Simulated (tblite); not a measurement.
A geometry optimisation, step by step.

C6H10SeSi.
Numbering: `[CH2:1]=[C:2]([CH3:3])[Si@@H:4]1[CH:5]=[CH:6][CH2:7][Se:8]1` (hydrogens: H9, H10 on C1; H11, H12, H13 on C3; H14 on Si4; H15 on C5; H16 on C6; H17, H18 on C7)

Computed with GFN2-xTB (tblite), gas phase: L-BFGS steps from a force-field or distance-geometry start until the largest atomic force falls under 0.01 eV/Å. 10 of its 206 geometries are shown.

Step 0: E = -620.2927 eV, largest atomic force 1.367 eV/Å
```
atom  x, y, z in Å  |  force x, y, z in eV/Å
C1     -1.024    1.478    0.512   -0.594  -0.184   0.008
C2     -1.409    0.276    0.068   -0.207   0.878   0.498
C3     -2.839   -0.141    0.129   -1.038  -0.102   0.003
Si4    -0.135   -0.891   -0.610   -0.909  -0.836  -0.587
C5      1.262   -1.075    0.554    1.126   0.135   0.292
C6      2.397   -0.481    0.187   -0.247   0.089   0.342
C7      2.491    0.353   -1.071    0.834  -0.423   0.788
Se8     1.000    0.054   -2.299    0.201   0.197  -0.519
H9      0.012    1.789    0.482   -0.249   0.053   0.038
H10    -1.770    2.175    0.914    0.552  -0.225  -0.164
H11    -3.461    0.562   -0.484    0.411  -0.603   0.592
H12    -2.991   -1.167   -0.274    0.124   0.727   0.319
H13    -3.214   -0.117    1.186    0.259   0.001  -0.942
H14    -0.698   -2.201   -0.983    0.026   0.140  -0.070
H15     1.171   -1.612    1.481    0.118  -0.031   0.064
H16     3.258   -0.529    0.865   -0.077   0.219  -0.572
H17     3.438    0.117   -1.591   -0.380   0.203   0.087
H18     2.503    1.418   -0.785    0.050  -0.239  -0.177
```

Step 23: E = -620.4893 eV, largest atomic force 0.075 eV/Å
```
atom  x, y, z in Å  |  force x, y, z in eV/Å
C1     -1.084    1.474    0.523    0.010  -0.013  -0.013
C2     -1.464    0.278    0.090   -0.019   0.019   0.036
C3     -2.904   -0.141    0.140   -0.026  -0.006  -0.003
Si4    -0.160   -0.911   -0.601    0.036   0.023  -0.040
C5      1.310   -1.078    0.562    0.031   0.015  -0.030
C6      2.429   -0.461    0.209   -0.027   0.022  -0.015
C7      2.564    0.326   -1.048    0.011  -0.018   0.021
Se8     1.056    0.052   -2.302   -0.027  -0.001   0.061
H9     -0.053    1.782    0.486    0.041   0.037   0.008
H10    -1.777    2.199    0.922   -0.046  -0.006   0.010
H11    -3.512    0.543   -0.449   -0.018  -0.002  -0.022
H12    -3.042   -1.145   -0.250    0.011  -0.010  -0.004
H13    -3.276   -0.113    1.163    0.018  -0.009   0.009
H14    -0.738   -2.170   -1.074    0.012  -0.013   0.005
H15     1.249   -1.622    1.491   -0.014   0.021   0.003
H16     3.319   -0.474    0.831   -0.026   0.003  -0.048
H17     3.481    0.067   -1.583   -0.013  -0.003   0.016
H18     2.595    1.399   -0.829    0.046  -0.059   0.005
```

Step 46: E = -620.5199 eV, largest atomic force 0.068 eV/Å
```
atom  x, y, z in Å  |  force x, y, z in eV/Å
C1     -1.274    1.539    0.595    0.005   0.028  -0.013
C2     -1.541    0.331    0.113   -0.006  -0.003   0.023
C3     -2.939   -0.216    0.140   -0.008  -0.031  -0.006
Si4    -0.138   -0.727   -0.593   -0.039  -0.013   0.011
C5      1.315   -0.944    0.581   -0.021  -0.013   0.002
C6      2.490   -0.474    0.191   -0.006   0.013   0.010
C7      2.715    0.199   -1.113   -0.012  -0.009  -0.014
Se8     1.064    0.397   -2.186    0.011   0.015  -0.049
H9     -0.278    1.949    0.571    0.015   0.006   0.009
H10    -2.036    2.176    1.019   -0.008  -0.019  -0.011
H11    -3.600    0.397   -0.471    0.023   0.029   0.013
H12    -2.981   -1.232   -0.240    0.043  -0.052  -0.006
H13    -3.327   -0.215    1.158   -0.009   0.012  -0.001
H14    -0.612   -2.014   -1.123   -0.028   0.042  -0.008
H15     1.201   -1.436    1.533    0.019   0.015   0.012
H16     3.378   -0.555    0.807    0.016  -0.004  -0.006
H17     3.423   -0.368   -1.723    0.014  -0.021   0.003
H18     3.131    1.201   -0.976   -0.009   0.004   0.030
```

Step 68: E = -620.5239 eV, largest atomic force 0.017 eV/Å
```
atom  x, y, z in Å  |  force x, y, z in eV/Å
C1     -1.309    1.565    0.610   -0.005   0.001  -0.001
C2     -1.544    0.352    0.126    0.004  -0.004   0.008
C3     -2.925   -0.238    0.144    0.005  -0.006   0.004
Si4    -0.135   -0.684   -0.595   -0.001   0.008  -0.002
C5      1.312   -0.926    0.583   -0.007   0.002  -0.001
C6      2.496   -0.485    0.187   -0.002  -0.006  -0.007
C7      2.734    0.169   -1.125   -0.011   0.000   0.001
Se8     1.083    0.431   -2.184    0.002   0.001   0.002
H9     -0.323    2.001    0.595   -0.015   0.000  -0.007
H10    -2.094    2.175    1.032    0.012   0.005   0.004
H11    -3.594    0.348   -0.484    0.008  -0.006   0.000
H12    -2.923   -1.261   -0.220   -0.007  -0.008  -0.003
H13    -3.329   -0.234    1.156    0.000   0.014   0.000
H14    -0.637   -1.945   -1.158    0.002  -0.005   0.002
H15     1.189   -1.399    1.544    0.006   0.000  -0.006
H16     3.386   -0.579    0.801   -0.009  -0.004  -0.003
H17     3.412   -0.434   -1.736    0.010   0.001   0.005
H18     3.191    1.152   -0.994    0.009   0.006   0.003
```

Step 91: E = -620.5314 eV, largest atomic force 0.087 eV/Å
```
atom  x, y, z in Å  |  force x, y, z in eV/Å
C1     -1.312    1.592    0.582    0.000   0.006  -0.087
C2     -1.542    0.373    0.112    0.017  -0.033   0.042
C3     -2.900   -0.255    0.204   -0.004   0.012  -0.016
Si4    -0.147   -0.656   -0.646    0.018  -0.025  -0.006
C5      1.283   -0.971    0.536    0.009   0.020  -0.007
C6      2.483   -0.542    0.171   -0.019  -0.040  -0.030
C7      2.743    0.194   -1.093    0.005   0.022  -0.004
Se8     1.121    0.442   -2.204    0.039   0.030  -0.004
H9     -0.345    2.055    0.480    0.033   0.040   0.053
H10    -2.083    2.186    1.048    0.010   0.004   0.004
H11    -3.540    0.140   -0.584   -0.015   0.011  -0.013
H12    -2.850   -1.333    0.077    0.001   0.011   0.078
H13    -3.362   -0.022    1.162   -0.038  -0.038  -0.023
H14    -0.686   -1.890   -1.235    0.026   0.004  -0.007
H15     1.135   -1.477    1.476    0.033  -0.028  -0.014
H16     3.370   -0.698    0.776   -0.041   0.019   0.026
H17     3.488   -0.322   -1.709   -0.068   0.002   0.039
H18     3.135    1.192   -0.872   -0.005  -0.018  -0.029
```

Step 114: E = -620.5827 eV, largest atomic force 0.047 eV/Å
```
atom  x, y, z in Å  |  force x, y, z in eV/Å
C1     -1.367    1.676    0.520   -0.004   0.013   0.027
C2     -1.544    0.423    0.125   -0.007  -0.035  -0.015
C3     -2.832   -0.313    0.323    0.011  -0.002  -0.024
Si4    -0.159   -0.548   -0.724   -0.016  -0.014   0.012
C5      1.225   -1.054    0.447   -0.002   0.008  -0.017
C6      2.442   -0.621    0.155    0.007   0.012  -0.025
C7      2.755    0.201   -1.043    0.016   0.016   0.008
Se8     1.155    0.765   -2.062    0.031  -0.020   0.029
H9     -0.435    2.197    0.360   -0.017  -0.023  -0.028
H10    -2.140    2.244    1.016   -0.015  -0.025   0.001
H11    -3.275   -0.538   -0.647   -0.008   0.006   0.040
H12    -2.656   -1.262    0.828    0.015   0.035  -0.001
H13    -3.541    0.271    0.907    0.016   0.008  -0.024
H14    -0.674   -1.677   -1.514   -0.015   0.023   0.033
H15     1.047   -1.660    1.321    0.003   0.009  -0.017
H16     3.306   -0.848    0.770   -0.017  -0.010  -0.008
H17     3.392   -0.360   -1.731    0.003  -0.018  -0.021
H18     3.295    1.110   -0.768   -0.001   0.016   0.029
```

Step 137: E = -620.5886 eV, largest atomic force 0.031 eV/Å
```
atom  x, y, z in Å  |  force x, y, z in eV/Å
C1     -1.381    1.698    0.483   -0.003  -0.007  -0.005
C2     -1.544    0.437    0.108   -0.005   0.000   0.000
C3     -2.810   -0.317    0.366    0.007  -0.002   0.007
Si4    -0.166   -0.531   -0.754    0.005   0.001  -0.005
C5      1.210   -1.095    0.397    0.001  -0.008  -0.004
C6      2.434   -0.664    0.133    0.006  -0.001   0.001
C7      2.766    0.224   -1.011   -0.023   0.007  -0.011
Se8     1.183    0.781   -2.061    0.012  -0.009   0.027
H9     -0.465    2.232    0.287   -0.001   0.008  -0.009
H10    -2.154    2.253    0.992   -0.002   0.006  -0.006
H11    -3.205   -0.718   -0.566   -0.006   0.007  -0.002
H12    -2.615   -1.160    1.027    0.002  -0.004   0.004
H13    -3.564    0.321    0.823    0.000   0.000   0.006
H14    -0.716   -1.633   -1.556    0.006   0.004  -0.005
H15     1.022   -1.741    1.239    0.000  -0.003   0.000
H16     3.289   -0.939    0.741    0.000   0.006  -0.005
H17     3.449   -0.279   -1.702   -0.003   0.002   0.002
H18     3.258    1.137   -0.665    0.004  -0.006   0.005
```

Step 159: E = -620.5936 eV, largest atomic force 0.077 eV/Å
```
atom  x, y, z in Å  |  force x, y, z in eV/Å
C1     -1.515    1.783    0.368   -0.012  -0.011  -0.021
C2     -1.563    0.486    0.098    0.036   0.023   0.004
C3     -2.737   -0.361    0.477    0.008   0.065   0.009
Si4    -0.150   -0.421   -0.771   -0.006   0.007   0.001
C5      1.182   -1.143    0.346    0.019   0.033  -0.013
C6      2.429   -0.767    0.105   -0.009   0.018  -0.034
C7      2.805    0.196   -0.962    0.075   0.016  -0.007
Se8     1.258    0.987   -1.901   -0.022  -0.024   0.010
H9     -0.672    2.396    0.088   -0.014  -0.032   0.004
H10    -2.326    2.290    0.871    0.014   0.027  -0.006
H11    -3.088   -0.922   -0.385   -0.021  -0.028  -0.008
H12    -2.449   -1.075    1.245    0.018  -0.057   0.011
H13    -3.552    0.249    0.859   -0.014  -0.002   0.006
H14    -0.675   -1.441   -1.692   -0.011   0.008  -0.004
H15     0.955   -1.841    1.136    0.012  -0.019  -0.017
H16     3.276   -1.144    0.667   -0.028  -0.003   0.041
H17     3.427   -0.294   -1.719   -0.032   0.010   0.022
H18     3.386    1.027   -0.550   -0.015  -0.029   0.002
```

Step 182: E = -620.6024 eV, largest atomic force 0.036 eV/Å
```
atom  x, y, z in Å  |  force x, y, z in eV/Å
C1     -1.599    1.835    0.186   -0.012  -0.008  -0.005
C2     -1.560    0.514    0.075    0.007   0.007  -0.001
C3     -2.637   -0.369    0.624    0.024   0.012  -0.016
Si4    -0.158   -0.384   -0.820   -0.028   0.006  -0.021
C5      1.138   -1.235    0.244   -0.004   0.000  -0.012
C6      2.395   -0.845    0.088   -0.002  -0.003   0.004
C7      2.816    0.221   -0.857    0.014   0.000   0.015
Se8     1.310    1.062   -1.818    0.001  -0.010  -0.011
H9     -0.819    2.461   -0.221   -0.002  -0.018   0.000
H10    -2.410    2.352    0.677    0.006  -0.021   0.009
H11    -3.051   -0.989   -0.170    0.001  -0.001   0.005
H12    -2.225   -1.036    1.380   -0.003  -0.005   0.004
H13    -3.440    0.214    1.068   -0.006   0.012   0.018
H14    -0.713   -1.317   -1.813    0.007   0.010  -0.020
H15     0.889   -2.025    0.933   -0.013   0.009   0.027
H16     3.212   -1.288    0.645    0.012  -0.006   0.008
H17     3.498   -0.184   -1.609   -0.014   0.000  -0.014
H18     3.345    1.018   -0.329    0.011   0.016   0.010
```

Step 205: E = -620.6058 eV, largest atomic force 0.010 eV/Å
```
atom  x, y, z in Å  |  force x, y, z in eV/Å
C1     -1.618    1.837    0.152   -0.003  -0.003  -0.002
C2     -1.555    0.517    0.054    0.000   0.002   0.000
C3     -2.585   -0.382    0.664    0.006  -0.007   0.004
Si4    -0.164   -0.361   -0.878    0.000  -0.004  -0.002
C5      1.096   -1.233    0.213   -0.005   0.003  -0.005
C6      2.360   -0.849    0.100   -0.005  -0.001   0.001
C7      2.817    0.213   -0.833    0.001  -0.007   0.004
Se8     1.341    1.086   -1.817   -0.002  -0.003   0.008
H9     -0.872    2.474   -0.298   -0.002  -0.004  -0.001
H10    -2.416    2.339    0.679   -0.001   0.001   0.004
H11    -3.049   -0.996   -0.106   -0.001   0.002  -0.004
H12    -2.119   -1.056    1.382   -0.001   0.008   0.000
H13    -3.359    0.190    1.171    0.003   0.002  -0.002
H14    -0.710   -1.256   -1.911    0.005   0.004   0.004
H15     0.817   -2.016    0.900    0.005   0.006  -0.003
H16     3.155   -1.296    0.686    0.005   0.003  -0.005
H17     3.498   -0.202   -1.581   -0.001   0.001   0.006
H18     3.355    0.998   -0.294   -0.007  -0.005  -0.004
```

**Question.** Summarise the path.

**Answer.** The energy falls by 30.21 kJ/mol from step 0 to step 205; nine tenths of that is first reached at step 107. It never rises by more than 0.2 meV. The largest force goes from 1.367 to 0.010 eV/Å. Among the bonds Si4–C5 changes most, from 1.828 to 1.881 Å; the atoms move by 0.947 Å rms after alignment.

What follows is the cost of the whole relaxation. Time: 1.4 s of wall time. Hardware: one thread of an Arm Neoverse V2, shared host with 32 logical CPUs at a one-minute load of 16.
